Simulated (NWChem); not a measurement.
Species: C3H10Si; SMILES C([SiH2]C)C

```xyz
14

C     -0.0631     2.2971     0.0000
C      0.6510     0.9478     0.0000
Si    -0.4992    -0.5513     0.0000
C      0.4667    -2.1663     0.0000
H      0.6490     3.1379     0.0000
H     -0.7071     2.4149    -0.8862
H     -0.7071     2.4149     0.8862
H      1.3135     0.8622     0.8799
H      1.3135     0.8622    -0.8799
H     -1.3882    -0.4937    -1.2074
H     -1.3882    -0.4937     1.2074
H      1.1097    -2.2413     0.8909
H     -0.2132    -3.0322     0.0000
H      1.1097    -2.2413    -0.8909
```
Atoms are numbered in this order, from 1.

Results from NWChem. Pople sets run with spherical d functions. STO-3G and 3-21G are far too small for this property and stand as cheap habits. Coordinates come from a PBE0/def2-SVP optimisation. No frequency run checked for a minimum. GIAO values for the isolated, static molecule; σ is the absolute isotropic shielding, δ = σ(reference) − σ with the isolated reference molecule computed at the same levels (13C: tetramethylsilane, 1H: tetramethylsilane, 29Si: tetramethylsilane).

```csv
level,δ C1 (ppm),δ Si3 (ppm),δ C4 (ppm),δ H5 (rotor mean) (ppm),δ H8 (ppm),δ H10 (ppm),δ H12 (rotor mean) (ppm)
Hartree-Fock/STO-3G,20.4,-34.1,-1.8,0.68,0.04,1.48,-0.04
B3LYP/6-31G*,11.3,___,___,1.14,___,4.18,___
B3LYP/6-311G**,11.2,-30.0,-6.3,1.13,0.68,4.15,0.12
```

Task: What belongs in the gaps?

Result: 
- B3LYP/6-31G*, δ Si3 (ppm): -14.8
- B3LYP/6-31G*, δ C4 (ppm): -5.2
- B3LYP/6-31G*, δ H8 (ppm): 0.61
- B3LYP/6-31G*, δ H12 (rotor mean) (ppm): 0.04
